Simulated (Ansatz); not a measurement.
C2H6BFS. The species carries charge 0 and has multiplicity 1. The bonds changed during the relaxation, so this is another structure than the one it started from. Geometry: relaxed with PBE0-D4/def2-TZVP. It is one conformer, not always the lowest.

```xyz
11

B     0.430    1.148   -0.665
C     0.310   -0.217    0.051
C    -0.754   -1.238   -0.186
F     1.428   -0.804    0.558
S    -0.295    1.150    1.269
H     1.490    1.695   -0.708
H    -0.478    1.471   -1.373
H    -0.434   -1.875   -1.016
H    -0.918   -1.862    0.694
H    -1.689   -0.755   -0.471
H     0.910    1.286    1.846
```

Q: What is the dipole moment at B3LYP/def2-TZVPP? (Estimate.)

A: The calculation gave: 1.57 D, with components (-1.02, -0.72, 0.96) D in this frame, pointing from negative to positive charge.

Q: And with PBE, r2SCAN, ωB97M-V? (An estimate is asked.)

A: The calculation gave: PBE 1.63 D, r2SCAN 1.59 D, ωB97M-V 1.59 D.

Q: Give the Mulliken charges with B3LYP, PBE, ωB97M-V in def2-TZVPP. (Best estimate.)

A: Ansatz gave: 
| atom | B3LYP | PBE | ωB97M-V |
| --- | --- | --- | --- |
| B1 | -0.24 | -0.27 | -0.37 |
| C2 | 0.29 | 0.27 | 0.22 |
| C3 | -0.23 | -0.24 | -0.26 |
| F4 | -0.21 | -0.16 | -0.19 |
| S5 | -0.10 | -0.08 | -0.05 |
| H6 | 0.04 | 0.03 | 0.09 |
| H7 | 0.02 | 0.01 | 0.07 |
| H8 | 0.10 | 0.10 | 0.12 |
| H9 | 0.10 | 0.10 | 0.13 |
| H10 | 0.09 | 0.09 | 0.11 |
| H11 | 0.13 | 0.14 | 0.15 |

B3LYP here is the variant with VWN-RPA as its local correlation; programs differ in this.
